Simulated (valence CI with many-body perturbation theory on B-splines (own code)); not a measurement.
# E1 line list for Kr30+

Level of theory: configuration interaction combined with many-body perturbation theory (CI+MBPT): four valence electrons over a frozen Dirac-Fock core [He], radial functions for each j: 11 s, 11 p, 9 d, 7 f, 5 g, 2 h, 1 i, with the one-electron correlation potential Σ1 (screened to all orders), the two-electron term Σ2, the three-electron term Σ3, Breit, model QED; selected single and double excitations, second order for the rest (own B-spline code, finite nucleus).

No measured spectrum was set against this ion. As an estimate, large intervals hold to a few tenths of a per cent, small ones and those within an open d or f shell to about a per cent. Among the levels kept, up to 250 cm⁻¹ of a level comes from second order outside the variational space, and about a tenth of that is noise between levels of different J, which matters for small intervals.

Lines 51 to 100 of 243 in falling wavelength, among levels below 2280.5 eV, chosen from the strongest by gf and those to the six lowest levels. Wavelengths and rates use the calculated energies. Electric multipoles are in the length gauge, E1 and E2 with the static RPA response of the core. Weak lines are less certain than strong ones. Lines between different terms over intervals too small for the method are left out, as are lines whose strength nearly cancels. The highest levels of a list are the least certain.

Levels are named by their leading jj configuration (3d3/2^4 stands for four electrons in 3d with j = 3/2), which in mixed levels can hold well under half, so a name can repeat and another be missing. Letters in brackets count levels of one name in rising energy.

```csv
λ vac (Å),Upper,Lower,A (s⁻¹),log gf,Branch %
86.96,(2p1/2 2p3/2^3) J=2,(2s 2p3/2^3) J=2,4.09e+10,-0.63,26.2
83.44,(2s 2p3/2^2 3s) J=3,(2s^2 2p3/2 3s) J=2,1.96e+10,-0.85,0.1
82.18,(2s 2p1/2 2p3/2^2) J=1 [b],(2s^2 2p3/2^2) J=2,3.03e+09,-2.04,1.6
79.56,(2s 2p1/2 2p3/2^2) J=2 [a],(2s^2 2p1/2 2p3/2) J=1,2.18e+10,-0.99,95.9
79.41,(2p1/2^2 2p3/2^2) J=2,(2s 2p1/2 2p3/2^2) J=3,3.96e+10,-0.73,28.1
76.59,(2s 2p1/2 2p3/2^2) J=3,(2s^2 2p1/2 2p3/2) J=2,1.41e+10,-1.06,79.6
75.18,(2p1/2 2p3/2^3) J=1,(2s 2p1/2 2p3/2^2) J=1 [b],5.06e+10,-0.89,25.5
69.89,(2s 2p1/2 2p3/2 3p3/2) J=3 [c],(2s^2 2p1/2 3p3/2) J=2,4.34e+10,-0.65,0.5
68.44,(2p3/2^4) J=0,(2s 2p3/2^3) J=1,2.19e+11,-0.81,88.1
68.43,(2s 2p1/2 2p3/2 3p3/2) J=2 [c],(2s^2 2p1/2 3p3/2) J=1,4.26e+10,-0.82,0.4
68.26,(2s 2p1/2 2p3/2 3p1/2) J=2 [c],(2s^2 2p1/2 3p1/2) J=1,4.83e+10,-0.77,0.6
67.78,(2s 2p1/2 2p3/2 3s) J=2 [c],(2s^2 2p1/2 3s) J=1,4.71e+10,-0.79,0.4
66.85,(2s 2p3/2^3) J=2,(2s^2 2p3/2^2) J=2,8.50e+10,-0.55,85.4
66.66,(2s 2p1/2 2p3/2 3p1/2) J=1 [b],(2s^2 2p1/2 3p1/2) J=1,7.59e+10,-0.82,0.4
66.61,(2s 2p1/2 2p3/2 3p1/2) J=1 [c],(2s^2 2p1/2 3p1/2) J=0,5.73e+10,-0.94,0.8
65.98,(2s 2p1/2 2p3/2 3p3/2) J=2 [d],(2s^2 2p1/2 3p3/2) J=2,6.46e+10,-0.68,0.7
65.94,(2p1/2 2p3/2^3) J=2,(2s 2p1/2 2p3/2^2) J=2 [b],5.92e+10,-0.71,37.8
65.33,(2s 2p1/2^2 2p3/2) J=1,(2s^2 2p1/2^2) J=0,5.90e+10,-0.95,94.4
64.99,(2s 2p1/2 2p3/2 3s) J=1 [c],(2s^2 2p1/2 3s) J=1,7.23e+10,-0.86,0.7
64.69,(2s 2p1/2 2p3/2 3p3/2) J=1 [d],(2s^2 2p1/2 3p3/2) J=2,1.02e+11,-0.72,1.6
64.20,(2s 2p1/2 2p3/2^2) J=0,(2s^2 2p1/2 2p3/2) J=1,6.63e+10,-1.39,100.0
63.95,(2s 2p3/2^3) J=1,(2s^2 2p3/2^2) J=0,4.18e+10,-1.11,18.9
63.67,(2s 2p3/2^2 3s) J=1 [b],(2s^2 2p3/2 3s) J=1,1.32e+11,-0.62,0.7
63.59,(2s 2p3/2^2 3s) J=1 [a],(2s^2 2p3/2 3s) J=2,6.49e+10,-0.93,0.2
63.07,(2s 2p1/2 2p3/2^2) J=2 [b],(2s^2 2p1/2 2p3/2) J=2,9.78e+10,-0.53,97.3
62.85,(2s 2p3/2^2 3s) J=2 [b],(2s^2 2p3/2 3s) J=2,1.10e+11,-0.49,1.0
62.37,(2s 2p1/2 2p3/2^2) J=1 [a],(2s^2 2p1/2 2p3/2) J=1,8.57e+10,-0.82,91.4
59.77,(2s 2p1/2 2p3/2^2) J=1 [b],(2s^2 2p1/2 2p3/2) J=2,1.40e+11,-0.65,74.3
56.98,(2s 2p1/2 2p3/2^2) J=1 [b],(2s^2 2p1/2 2p3/2) J=1,3.11e+10,-1.34,16.5
56.94,(2s 2p3/2^3) J=1,(2s^2 2p3/2^2) J=2,1.64e+11,-0.62,73.9
53.52,(2p1/2^2 2p3/2^2) J=2,(2s 2p1/2^2 2p3/2) J=2,2.68e+10,-1.24,19.0
51.23,(2s 2p3/2^3) J=2,(2s^2 2p1/2 2p3/2) J=2,1.29e+10,-1.60,13.0
50.00,(2s 2p1/2 2p3/2^2) J=1 [a],(2s^2 2p1/2^2) J=0,6.49e+09,-2.14,6.9
46.48,(2s 2p1/2 2p3/2^2) J=1 [b],(2s^2 2p1/2^2) J=0,1.14e+10,-1.96,6.0
43.59,(2s 2p3/2^3) J=1,(2s^2 2p1/2 2p3/2) J=1,1.42e+10,-1.92,6.4
6.445,(2s^2 2p1/2 3p3/2) J=1,(2s 2p1/2^2 2p3/2) J=2,3.19e+11,-2.23,44.5
6.418,(2s 2p3/2^2 3s) J=2 [a],(2s 2p3/2^3) J=2,6.83e+12,-0.68,60.6
6.395,(2s^2 2p3/2 3s) J=1,(2s^2 2p3/2^2) J=0,3.33e+12,-1.21,24.2
6.392,(2s 2p3/2^2 3s) J=1 [b],(2s 2p3/2^3) J=1,7.63e+12,-0.85,40.0
6.356,(2s 2p1/2 2p3/2 3s) J=1 [a],(2s 2p1/2 2p3/2^2) J=2 [a],8.23e+12,-0.83,69.8
6.354,(2s 2p1/2 2p3/2 3s) J=2 [b],(2s 2p1/2 2p3/2^2) J=3,6.33e+12,-0.72,53.7
6.338,(2s^2 2p1/2 3s) J=1,(2s^2 2p1/2 2p3/2) J=2,6.30e+12,-0.94,58.1
6.331,(2s 2p1/2^2 3s) J=1,(2s 2p1/2^2 2p3/2) J=2,6.44e+12,-0.94,91.6
6.330,(2s^2 2p3/2 3s) J=2,(2s^2 2p3/2^2) J=2,3.44e+12,-0.99,32.3
6.317,(2s^2 2p3/2 3s) J=1,(2s^2 2p3/2^2) J=2,8.11e+12,-0.84,59.0
6.310,(2s^2 2p1/2 3s) J=0,(2s^2 2p1/2 2p3/2) J=1,8.61e+12,-1.29,100.0
6.305,(2s^2 2p1/2 3s) J=1,(2s^2 2p1/2 2p3/2) J=1,1.43e+12,-1.59,13.2
6.287,(2s 2p3/2^2 3s) J=1 [b],(2s 2p3/2^3) J=2,8.63e+12,-0.81,45.2
6.244,(2s^2 2p1/2 3d3/2) J=2,(2s^2 2p3/2^2) J=2,6.05e+11,-1.75,5.2
6.226,(2s^2 2p3/2 3p3/2) J=2,(2s 2p1/2^2 2p3/2) J=2,7.23e+11,-1.68,35.7
```

**Question.** How does gf follow from A for the line at 66.66 Å?

**Answer.** gf = 1.4992 × (2J+1)_upper × A / σ², with σ = 1500243 cm⁻¹ and 2J+1 = 3: gf = 0.152.
